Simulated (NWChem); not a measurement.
System: BNH₄O; SMILES NBO

Input file for NWChem:

```
start job
memory heap 200 mb stack 900 mb global 1100 mb
geometry units angstroms noautoz
  B     -0.491709    -0.057021     0.000000
  H     -1.701693    -0.069952     0.000000
  O      0.134649    -1.270249     0.000000
  H      1.095013    -1.213719     0.000000
  N      0.180534     1.178576     0.000000
  H     -0.324386     2.053198     0.000000
  H      1.185835     1.293574     0.000000
end
basis spherical
  * library 6-31g*
end
dft
  xc pbe0
  iterations 150
  vectors input atomic output neutral.movecs
end
task dft energy
charge 1
dft
  odft
  mult 2
  vectors input atomic output cation.movecs
end
task dft energy
```

Geometry: optimised at PBE0/def2-SVP.

Ions are spin-unrestricted doublets at the neutral geometry; other ion states weren't tried.

Task: Give the results of this calculation. (PBE0/6-31G* (spherical d), vertical spin-unrestricted ions.) Quantities: vertical ionisation energy, ΔSCF (eV); −ε(HOMO) (eV).

Result: 
```yaml
vertical ionisation energy, ΔSCF (eV): 10.21
"−ε(HOMO) (eV)": 7.52
```
